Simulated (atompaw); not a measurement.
**PBE PAW (atompaw) dataset for C, scalar-relativistic all-electron reference.**

```json
{"Element": "C", "Generator": "atompaw 4.2.0.5", "Type": "PAW", "Functional": "PBE", "Relativity": "scalar-relativistic", "Frozen core": "[He]", "Valence charge": "4", "Reference configuration": "2s1.5 2p2.5", "Partial waves": "2s (bound): rc 1.60 bohr; 2s channel at 1.55 Ry: rc 1.60 bohr; 2p (bound): rc 1.60 bohr; 2p channel at 0.8 Ry: rc 1.60 bohr", "Local potential": "troulliermartins scheme with l = 2 at 0 Ry, radius 1.25 bohr", "Core correction": "smooth core density matched at 1.00 bohr", "Augmentation charge": "besselshape compensation charge, radius 1.20 bohr; PAW radius 1.60 bohr; waves and projectors: custom rrkj gramschmidtortho"}
```

Poles of the logarithmic derivatives, all-electron (AE) and pseudo (PS). s: poles at 1.7 (AE) and 1.7 (PS) Ry. p: poles at 1.8 (AE) and 1.8 (PS) Ry. Test radius 1.60 bohr.

- Cutoffs needed: 25 Ry and 30 Ry (the cutoffs (Ry, on a coarse ladder) from which the occupation-weighted sum of valence levels, in a spherical-Bessel basis at the reference potential, stays within 10 and 1 mRy of its value at 400 Ry)
- Ghost test: no extra level below or beside the all-electron valence levels (s, p, d, f tested) (spherical-Bessel basis up to 400 Ry, 20 bohr box)
- Lowest eigenvalue of the overlap operator: 0.52 (s channel)
- Overlap eigenvalues printed by atompaw (projector basis): 0.000454, 0.816, 1.46, 89.5
- Share of each valence orbital outside the PAW sphere: 2s 41 %, 2p 49 %
